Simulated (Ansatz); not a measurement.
A geometry relaxed with PBE-D3(BJ)/def2-TZVP (Ansatz, a quantum-chemistry and plane-wave program), charge 0, multiplicity 1:

```xyz
13

H     -2.0846    -0.0792    -0.8670
H      2.5093     1.2715     0.6189
H      0.5649     2.5188    -0.6638
H     -2.0229    -2.3646    -0.0175
Ge     1.5785     0.0376     0.6641
C     -0.1019     0.5290    -0.2341
H      2.2637    -1.1532    -0.0498
H     -0.3015    -2.1147     0.6320
C     -1.1853    -0.4392    -0.3510
C     -0.2290     1.7739    -0.7365
H     -1.1486     2.0860    -1.2435
H      1.3252    -0.3651     2.1374
C     -1.1678    -1.7009     0.1108
```

Write the SMILES of this molecule.

`C=C[C](=C)[GeH3]`
